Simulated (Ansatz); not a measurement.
Tuning the range parameter of LC-ωPBE so that −HOMO meets the ionisation energy; basis def2-TZVP, Ansatz. System: GaCl₂F. Charge 0, multiplicity 1. Geometry: r2SCAN-D4/def2-SVP. The ionised state is a doublet.

Geometry of the singlet:

```xyz
4

Ga   -0.059   -0.019    0.032
Cl    1.191   -1.522   -0.773
Cl    0.388    2.043   -0.094
F    -1.520   -0.501    0.836
```

```csv
ω (1/bohr),HOMO (eV),LUMO (eV),vertical IE (eV),HOMO + IE (eV)
0.1,-9.74,-1.70,11.55,1.80
0.15,-10.40,-1.16,11.71,1.32
0.2,-10.97,-0.73,11.92,0.95
0.3,-11.89,-0.13,12.30,0.41
```

Task: Where does the tuning condition hold?

Result: Not within the range that was run.
